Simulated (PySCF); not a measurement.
## What each rung costs, and what it gives

Saddle point of AlNH$_{3}$ClO, closed shell (AlNH₃ClO ([NH2][Al]([OH])[Cl]) → AlClO + NH₃ (still joined by a long Al–N bond); bonds formed: N2–H4; bonds broken: O3–H4; bonds weakened to dative contacts: Al1–N2), PBE0-D4/def2-TZVP structure:

```json
{"atom": "Al1", "x (Å)": "-0.8774", "y (Å)": "0.4437", "z (Å)": "0.3515"}
{"atom": "N2", "x (Å)": "0.8047", "y (Å)": "-0.3314", "z (Å)": "-0.1793"}
{"atom": "O3", "x (Å)": "-1.4649", "y (Å)": "-0.1333", "z (Å)": "-1.0640"}
{"atom": "H4", "x (Å)": "-0.0565", "y (Å)": "-0.5057", "z (Å)": "-0.9859"}
{"atom": "Cl5", "x (Å)": "-1.1531", "y (Å)": "1.4698", "z (Å)": "2.1357"}
{"atom": "H6", "x (Å)": "1.5802", "y (Å)": "0.2333", "z (Å)": "-0.5017"}
{"atom": "H7", "x (Å)": "1.1671", "y (Å)": "-1.1763", "z (Å)": "0.2436"}
```

Barriers are electronic and count from the start structure reached by relaxing down the imaginary mode.

Computed with PySCF 2.14 with density fitting (its default auxiliary sets; JK sets also for MP2 and CCSD(T)) (basis: as named in each row); correlated methods freeze the cores. B3LYP uses VWN-RPA correlation. Extrapolation: Hartree–Fock as exp(−7.88 √X), correlation as X^−2.97.

Times are rough, for one single point on 4 threads of a shared host (INTEL XEON PLATINUM 8581C).

The estimate by CCSD(T) at an estimated basis limit (MP2 extrapolated from triple and quadruple zeta, plus CCSD(T) − MP2 in triple zeta) is 2.372 eV.

| method | basis | time (s) | barrier (eV) | method less estimate |
| --- | --- | --- | --- | --- |
| HF | STO-3G | under 1 | 3.906 | 1.534 |
| B3LYP-D4 | 6-31G | 3 | 2.188 | -0.184 |
| MP2 | def2-QZVPP | 3 | 2.281 | -0.091 |
| PBE0-D4 | def2-SVP | 4 | 2.172 | -0.200 |
| PBE-D4 | def2-SVP | 4 | 1.857 | -0.515 |
| SPW92 | def2-TZVPP | 5 | 1.831 | -0.541 |
| CCSD(T) | def2-SVP | 6 | 2.308 | -0.063 |
| BHLYP-D4 | def2-TZVPP | 8 | 2.583 | 0.211 |
| PBE0-D4 | def2-TZVPP | 8 | 2.239 | -0.133 |
| B3LYP-D4 | def2-TZVPP | 8 | 2.288 | -0.084 |
| PBE-D4 | def2-TZVPP | 8 | 1.965 | -0.406 |
| r2SCAN-D4 | def2-TZVPP | 13 | 2.186 | -0.185 |
| CCSD(T) | def2-TZVPP | 150 | 2.348 | -0.023 |
| wB97M-V | def2-TZVPP | 160 | 2.343 | -0.028 |

All methods are single points on the PBE0-D4 structures.

No T1 diagnostic of these runs exceeds 0.021.

Labels in which every atom is bracketed show which atoms are joined, not bond orders.
